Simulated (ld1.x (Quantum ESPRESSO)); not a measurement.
## What the settings do to the TM potential of rhodium (Rh)

Base potential:

ld1.x (Quantum ESPRESSO) 7.5 input, shortened:

```
&input
   title='Rh', zed=45., rel=1, dft='PZ', iswitch=3,
   config='[Kr] 4d8 5s0.75 5p0.25'
 /
 &inputp
   pseudotype=2, tm=.true., lloc=2,
   nlcc=.true.
 /
3
5S  1  0   0.75   0.00  2.15  2.15  0.0
4P  2  1   6.00   0.00  1.10  1.10  0.0
4D  3  2   8.00   0.00  1.95  1.95  0.0
 &test
   configts(1)='4p6 4d8 5s0.75 5p0.25'
 /
```

Occupied shells without a wave of their own: 5p. They enter only through the test configuration that unscreens the potential, and ld1.x also counts them in the model core charge.

Cutoffs, loose and tight: the cutoffs (Ry, on a coarse ladder) from which the occupation-weighted sum of valence levels, in a spherical-Bessel basis at the reference potential, stays within 10 and 1 mRy of its value at 400 Ry. They do not see the model core or the augmentation charge, which bear on the density cutoff. Test errors are all-electron minus pseudo excitation energies from the reference, over the configurations 4p6 4d8 5s1 5p0; 4p6 4d8 5s0 5p0; 4p6 4d7 5s0 5p0; 4p6 4d8 5s0 5p1; 4p6 4d9 5s0 5p0; 4p6 4d7 5s2 5p0; 4p6 4d7 5s1 5p0 (two spin-polarised tests are not counted in the largest error). A dash means not determined; rows that change the core or the reference have their own tests.

With those shells counted twice in exchange and correlation these files are broken, and their errors move erratically; no question is asked of them.

A true bound ghost makes a file unfit for plane-wave use even where its test errors are small: the radial tests pick states by their node count and pass the ghost by.

| change | outcome | cutoff, loose | cutoff, tight | bound ghosts | largest test error (meV) |
| --- | --- | --- | --- | --- | --- |
| base | generated | 120 Ry | 160 Ry | s | -88 |
| all radii but the core radius scaled by about 0.74 (s 1.58, p 0.82, d 1.44 bohr) | generated | 300 Ry | over 300 Ry | s | -118 |
| all radii but the core radius scaled by about 0.85 (s 1.82, p 0.94, d 1.66 bohr) | generated | 140 Ry | 230 Ry | s | -105 |
| all radii but the core radius scaled by about 0.89 (s 1.92, p 0.98, d 1.74 bohr) | generated | 140 Ry | 230 Ry | s | -102 |
| all radii but the core radius scaled by about 1.09 (s 2.34, p 1.20, d 2.12 bohr) | generated | 100 Ry | 160 Ry | s | -79 |
| all radii but the core radius scaled by about 1.17 (s 2.50, p 1.28, d 2.28 bohr) | generated | 80 Ry | 140 Ry | s | -68 |
| all radii but the core radius scaled by about 1.23 (s 2.64, p 1.36, d 2.40 bohr) | generated | 70 Ry | 110 Ry | s | -75 |
| all radii but the core radius scaled by about 1.31 (s 2.82, p 1.44, d 2.56 bohr) | generated | 60 Ry | 100 Ry | s | -114 |
| all radii but the core radius scaled by about 1.37 (s 2.94, p 1.50, d 2.66 bohr) | generated | 55 Ry | 90 Ry | s | -135 |

Reading the sweep of the scale of all radii but the core radius (base = 1) (base included, trends over the rows without a ghost): Bound ghosts are found at 0.74, 0.85, 0.89, 1, 1.09, 1.17, 1.23, 1.31, 1.37. Every judged row has one, so this setting neither creates nor removes them.
